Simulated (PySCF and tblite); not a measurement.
Values are calculated unless marked as measured or tabulated.
## Pyramidal inversion: stationary points, barriers and rates

System: C₅H₁₁NS, numbered as in [CH3:1][N:2]1[CH2:3][CH2:4][S:5][CH2:6][CH2:7]1.

Motion: pyramidal inversion at N2. Geometries: GFN2-xTB; energies: PBE0/pcSseg-1 + D3(BJ); zero-point and thermal terms from GFN2-xTB harmonic modes (soft modes blended into free rotors). Rates follow Eyring's equation with the number of equivalent paths and no tunnelling. Programs: tblite and PySCF.

```csv
point,symmetry,E(GFN2) kcal/mol,E(DFT) kcal/mol,ZPE change kcal/mol,lowest mode cm⁻¹,dipole D
start,Cs,0.0,0.0,0.00,120,1.85
saddle,C1,5.8,6.8,-0.88,229i,2.16
end,Cs,0.5,2.1,0.18,128,1.64
```

```json
{
  "Electronic barrier": "6.8 kcal/mol",
  "Barrier with zero-point energy": "6.0 kcal/mol",
  "ΔH‡ (298 K)": "5.9 kcal/mol",
  "ΔS‡ (298 K, symmetry apart)": "-0.1 cal/(mol K)",
  "Paths": "2 equivalent paths",
  "End point": "a different minimum",
  "Mean lifetime of the start against this motion at 298 K": "1.7 ns",
  "Cost": "81 s on 1 thread of Arm Neoverse V1, shared host (rough), peak memory 0.9 GiB, launched as `OMP_NUM_THREADS=1 python ens_run.py task.json out`"
}
```

| T/K | ΔG‡ kcal/mol | k s⁻¹ | ΔG kcal/mol | k back s⁻¹ |
| --- | --- | --- | --- | --- |
| 150 | 5.9 | 1.6×10⁴ | 2.3 | 4.2×10⁷ |
| 200 | 5.9 | 3.1×10⁶ | 2.4 | 1.1×10⁹ |
| 250 | 5.9 | 7.4×10⁷ | 2.4 | 8.4×10⁹ |
| 298 | 5.9 | 5.7×10⁸ | 2.4 | 3.1×10¹⁰ |
| 350 | 6.0 | 2.8×10⁹ | 2.4 | 8.4×10¹⁰ |
| 400 | 6.0 | 8.8×10⁹ | 2.4 | 1.7×10¹¹ |
| 500 | 6.1 | 4.3×10¹⁰ | 2.4 | 4.8×10¹¹ |

ΔG and ΔG‡ leave out symmetry numbers and mirror images; rates count paths: 2 out, 2 back.
